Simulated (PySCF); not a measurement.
ClRb, SMILES [Cl][Rb] (connectivity only; charge and spin as stated), charge -1, multiplicity 2.

Geometry: PBE-D3(BJ)/def2-TZVPD. The spin state was assumed, not searched. The def2 effective core potentials stand for the cores of Rb; spin–orbit coupling is left out.

Computed with PBE0/def2-TZVPD in PySCF.

 A positive occupied level means that this level leaves the electron formally unbound; only the finite basis holds it.

Computed frontier levels, dipole moment:
| Quantity | Result |
|---|---|
| α spin, highest occupied and lowest empty level | 0.36 and 1.88 eV |
| β spin, highest occupied and lowest empty level | -2.85 and 2.02 eV |
| dipole moment about the centre of nuclear charge | 0.225 e·Å |
| ⟨S²⟩ | 0.750 (pure state 0.75) |
